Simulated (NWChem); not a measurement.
System: SiH2S2, singlet; SMILES S[Si]S

Parts of the log:

```
             Northwest Computational Chemistry Package (NWChem) 7.3.0
             --------------------------------------------------------

 CS  symmetry detected

                             Geometry "geometry" -> ""
                             -------------------------

 Output coordinates in angstroms (scale by  1.889725989 to convert to a.u.)

  No.       Tag          Charge          X              Y              Z
 ---- ---------------- ---------- -------------- -------------- --------------
    1 Si                  14.0000    -1.00916347     0.01251568     0.00000000
    2 S                   16.0000     0.37240250     1.66784725     0.00000000
    3 H                    1.0000     1.56367235     1.02189638     0.00000000
    4 S                   16.0000     0.44205351    -1.58122593     0.00000000
    5 H                    1.0000    -0.46667993    -2.58305686     0.00000000

 Effective nuclear repulsion energy (a.u.)     174.7059753783

      Symmetry information
      --------------------

 Group name             Cs
 Group number              2
 Group order               2
 No. of unique centers     5

                                 NWChem DFT Module
                                 -----------------

 Summary of "ao basis" -> "ao basis" (spherical)
 ------------------------------------------------------------------------------
       Tag                 Description            Shells   Functions and Types
 ---------------- ------------------------------  ------  ---------------------
 Si                          sto-3g                  5        9   3s2p
 S                           sto-3g                  5        9   3s2p
 H                           sto-3g                  1        1   1s

      Symmetry analysis of basis
      --------------------------

        a'         23
        a"          6

            General Information
            -------------------
          SCF calculation type: DFT
          Wavefunction type:  closed shell.
          No. of atoms     :     5
          No. of electrons :    48
           Alpha electrons :    24
            Beta electrons :    24
          Charge           :     0
          Spin multiplicity:     1
          Use of symmetry is: on ; symmetry adaption is: on
          Maximum number of iterations: 150
          AO basis - number of functions:    29
                     number of shells:    17
          Convergence on energy requested:  1.00D-06
          Convergence on density requested:  1.00D-05
          Convergence on gradient requested:  5.00D-04

              XC Information
              --------------
                  TPSS metaGGA Exchange Functional  1.000
             TPSS03 metaGGA Correlation Functional  1.000

             Grid Information
             ----------------
          Grid used for XC integration:  medium
          Radial quadrature: Mura-Knowles
          Angular quadrature: Lebedev.
          Tag              B.-S. Rad. Rad. Pts. Rad. Cut. Ang. Pts.
          ---              ---------- --------- --------- ---------
          Si                  1.10       88           8.0       590
          S                   1.00       88          11.0       590
          H                   0.35       45          10.0       434
          Grid pruning is: on
          Number of quadrature shells:   354
          Spatial weights used:  Erf1

      Superposition of Atomic Density Guess
      -------------------------------------

 Sum of atomic energies:       -1072.60842157

      Non-variational initial energy
      ------------------------------

 Total energy =   -1072.310843
 1-e energy   =   -1846.625735
 2-e energy   =     599.608917
 HOMO         =      -0.062910
 LUMO         =       0.206648

      Symmetry analysis of molecular orbitals - initial
      -------------------------------------------------

  Numbering of irreducible representations:

     1 a'          2 a"

  Orbital symmetries:

     1 a'          2 a'          3 a'          4 a'          5 a'
     6 a'          7 a'          8 a'          9 a'         10 a"
    11 a"         12 a'         13 a'         14 a'         15 a"
    16 a'         17 a'         18 a'         19 a'         20 a'
    21 a'         22 a"         23 a"         24 a'         25 a"
    26 a'         27 a'         28 a'         29 a'

     ---------------------------------------------
      Total Density - Mulliken Population Analysis
     ---------------------------------------------

    Atom       Charge   Shell Charges
 -----------   ------   -------------------------------------------------------
    1 Si  14    13.24   2.00  2.00  5.87  1.86  1.51
    2 S   16    16.50   2.00  2.00  5.97  1.87  4.66
    3 H    1     0.88   0.88
    4 S   16    16.49   2.00  2.00  5.97  1.87  4.65
    5 H    1     0.89   0.89

   convergence    iter        energy       DeltaE   RMS-Dens  Diis-err
 ---------------- ----- ----------------- --------- --------- ---------
 d= 0,ls=0.0,diis     1  -1074.8557090877 -1.25D+03  9.65D-02  4.04D-01
 d= 0,ls=0.0,diis     2  -1074.3803847526  4.75D-01  7.45D-02  2.44D+00
 d= 0,ls=0.0,diis     3  -1074.9413888039 -5.61D-01  1.64D-02  2.00D-02
 d= 0,ls=0.0,diis     4  -1074.9442978225 -2.91D-03  7.77D-03  1.20D-02
 d= 0,ls=0.0,diis     5  -1074.9477048808 -3.41D-03  1.45D-03  6.48D-04
  Resetting Diis
 d= 0,ls=0.0,diis     6  -1074.9478775623 -1.73D-04  1.38D-04  6.38D-06
 d= 0,ls=0.0,diis     7  -1074.9478791196 -1.56D-06  7.32D-05  2.04D-07
 d= 0,ls=0.0,diis     8  -1074.9478789376  1.82D-07  5.05D-05  9.38D-07
 d= 0,ls=0.0,diis     9  -1074.9478791732 -2.36D-07  4.33D-06  4.54D-09

         Total DFT energy =    -1074.947879173236
      One electron energy =    -1843.733839425753
           Coulomb energy =      667.471376137617
    Exchange-Corr. energy =      -73.391391263351
 Nuclear repulsion energy =      174.705975378251

 Numeric. integr. density =       47.999988754437

                  Occupations of the irreducible representations
                  ----------------------------------------------

                     irrep           alpha         beta
                     --------     --------     --------
                     a'               19.0         19.0
                     a"                5.0          5.0

                       DFT Final Molecular Orbital Analysis
                       ------------------------------------

 Vector   22  Occ=2.000000D+00  E=-1.364183D-01  Symmetry=a"
              MO Center=  8.5D-02, -1.0D-01,  1.7D-15, r^2= 3.3D+00
   Bfn.  Coefficient  Atom+Function         Bfn.  Coefficient  Atom+Function
  ----- ------------  ---------------      ----- ------------  ---------------
    28      0.650382  4 S  pz                18      0.578063  2 S  pz
     9      0.445487  1 Si pz                24     -0.207078  4 S  pz
    14     -0.184313  2 S  pz                 5     -0.162953  1 Si pz

 Vector   23  Occ=2.000000D+00  E=-9.396674D-02  Symmetry=a"
              MO Center=  4.0D-01,  1.7D-01,  5.5D-17, r^2= 3.6D+00
   Bfn.  Coefficient  Atom+Function         Bfn.  Coefficient  Atom+Function
  ----- ------------  ---------------      ----- ------------  ---------------
    18      0.759219  2 S  pz                28     -0.703294  4 S  pz
    14     -0.238928  2 S  pz                24      0.221043  4 S  pz
     9      0.027726  1 Si pz

 Vector   24  Occ=2.000000D+00  E=-8.996878D-02  Symmetry=a'
              MO Center= -7.7D-01, -1.4D-01, -2.8D-15, r^2= 3.1D+00
   Bfn.  Coefficient  Atom+Function         Bfn.  Coefficient  Atom+Function
  ----- ------------  ---------------      ----- ------------  ---------------
     6      0.629149  1 Si s                  7     -0.549376  1 Si px
    26      0.416549  4 S  px                17      0.344146  2 S  py
    27     -0.272385  4 S  py                 3      0.208940  1 Si px
    16      0.207277  2 S  px                 2     -0.178692  1 Si s
    22     -0.132309  4 S  px                19      0.121006  3 H  s

 Vector   25  Occ=0.000000D+00  E= 4.807207D-02  Symmetry=a"
              MO Center= -6.9D-01,  2.9D-02, -3.3D-17, r^2= 2.3D+00
   Bfn.  Coefficient  Atom+Function         Bfn.  Coefficient  Atom+Function
  ----- ------------  ---------------      ----- ------------  ---------------
     9      0.944804  1 Si pz                18     -0.409031  2 S  pz
    28     -0.400352  4 S  pz                 5     -0.323980  1 Si pz
    14      0.123474  2 S  pz                24      0.120739  4 S  pz

 Vector   26  Occ=0.000000D+00  E= 1.863290D-01  Symmetry=a'
              MO Center= -8.4D-02, -1.8D-01, -2.9D-18, r^2= 3.3D+00
   Bfn.  Coefficient  Atom+Function         Bfn.  Coefficient  Atom+Function
  ----- ------------  ---------------      ----- ------------  ---------------
     8      0.796208  1 Si py                27      0.625120  4 S  py
    19      0.560696  3 H  s                 15     -0.400106  2 S  s
    17      0.393423  2 S  py                29      0.328302  5 H  s
     4     -0.252592  1 Si py                16     -0.246741  2 S  px
     7     -0.236442  1 Si px                26     -0.232987  4 S  px

 Vector   27  Occ=0.000000D+00  E= 2.183560D-01  Symmetry=a'
              MO Center= -2.4D-01,  2.0D-01, -3.0D-16, r^2= 3.1D+00
   Bfn.  Coefficient  Atom+Function         Bfn.  Coefficient  Atom+Function
  ----- ------------  ---------------      ----- ------------  ---------------
     7      0.780959  1 Si px                16      0.640826  2 S  px
     6      0.455477  1 Si s                 17      0.441289  2 S  py
    29      0.441533  5 H  s                 26      0.412748  4 S  px
    25     -0.373787  4 S  s                  8      0.346090  1 Si py
    19     -0.284255  3 H  s                  3     -0.243728  1 Si px

     ---------------------------------------------
      Total Density - Mulliken Population Analysis
     ---------------------------------------------

    Atom       Charge   Shell Charges
 -----------   ------   -------------------------------------------------------
    1 Si  14    13.81   2.00  2.00  5.87  1.88  2.06
    2 S   16    16.07   2.00  2.00  5.95  1.90  4.21
    3 H    1     1.02   1.02
    4 S   16    16.08   2.00  2.00  5.95  1.91  4.22
    5 H    1     1.02   1.02

     -------------------------------------------
      Total Density - Lowdin Population Analysis
     -------------------------------------------

    Atom       Charge   Shell Charges
 -----------   ------   -------------------------------------------------------
    1 Si  14    13.89   2.00  2.00  5.80  1.86  2.23
    2 S   16    16.00   2.00  2.00  5.93  1.82  4.25
    3 H    1     1.05   1.05
    4 S   16    16.01   2.00  2.00  5.93  1.82  4.26
    5 H    1     1.05   1.05

     Multipole analysis of the density
     ---------------------------------

     L   x y z        total         alpha         beta         nuclear
     -   - - -        -----         -----         ----         -------
     0   0 0 0     -0.000000    -24.000000    -24.000000     48.000000

     1   1 0 0     -0.073319     -0.036659     -0.036659     -0.000000
     1   0 1 0     -0.356883     -0.178442     -0.178442     -0.000000
     1   0 0 1      0.000000      0.000000      0.000000      0.000000

     2   2 0 0    -26.100391    -52.807091    -52.807091     79.513792
     2   1 1 0      1.194850     -1.867558     -1.867558      4.929965
     2   1 0 1      0.000000      0.000000      0.000000      0.000000
     2   0 2 0    -26.768985   -178.064992   -178.064992    329.360998
     2   0 1 1      0.000000      0.000000      0.000000      0.000000
     2   0 0 2    -24.765041    -12.382521    -12.382521      0.000000
```

Level: TPSS/STO-3G. Low-valent species are run as closed-shell singlets; no triplet was tried in these runs. Geometry: optimised at PBE0/def2-SVP.

**Question.** Which NWChem input produces such a log?

**Answer.** One answer among several that fit: the input that was run:
```
start job
memory heap 200 mb stack 900 mb global 1100 mb
geometry units angstroms noautoz
  Si    -1.018948     0.012283     0.001090
  S      0.363004     1.667291    -0.000989
  H      1.554123     1.021062    -0.000940
  S      0.431897    -1.581797     0.001963
  H     -0.477070    -2.583415     0.003403
end
basis spherical
  * library sto-3g
end
dft
  xc xtpss03 ctpss03
  iterations 150
  mulliken
end
task dft energy
```
